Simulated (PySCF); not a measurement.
**Fractional electron number in Au²⁺ (gold, charge +2)**

The 5d beta orbital of [Xe] 4f14 5d9 is emptied in steps (occupation f), with all orbitals relaxed, ending at [Xe] 4f14 5d8. Calculation: PySCF 2.14, in aug-cc-pVTZ-PP with ECP60MDF (6s6p5d3f2g, 88 functions); scalar relativity through the core potential. The exact energy is a straight line in f; departures are measured from the line between the end points of the same method.

| f | B3LYP (eV) |
| --- | --- |
| 1 | 0.000 |
| 0.75 | -0.883 |
| 0.5 | -1.183 |
| 0.25 | -0.890 |
| 0 | 0.000 |

For B3LYP, how does the orbital energy at f = 1 compare with the removal energy?

−ε = 28.136 eV against a total-energy difference of 32.820 eV. By Janak's theorem ε = ∂E/∂f, so the gap between them reflects the curvature. Along the path −ε is 30.448 (f = 0.75), 32.801 (f = 0.5), 35.182 (f = 0.25) eV.

Reference removal energy between the ground levels: 30 ± 1.6 eV (theoretical estimate listed by NIST; NIST Atomic Spectra Database, ionization energies). The calculation has no spin-orbit coupling. The determinant left behind need not be the lowest term of the ion.
